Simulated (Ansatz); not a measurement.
Species: CH2N2, SMILES `N=C=N` (charge 0, multiplicity 1), formula CH2N2.

Task: How many basis functions does Ansatz (a first-principles code) with frozen-core CCSD(T)/cc-pVTZ // B3LYP-D3(BJ)/def2-TZVP use, how many core orbitals are frozen, and how many electrons are correlated?

Result: 118 basis functions and 3 frozen orbitals, which leaves 16 correlated electrons. Core time is of the order of seconds.
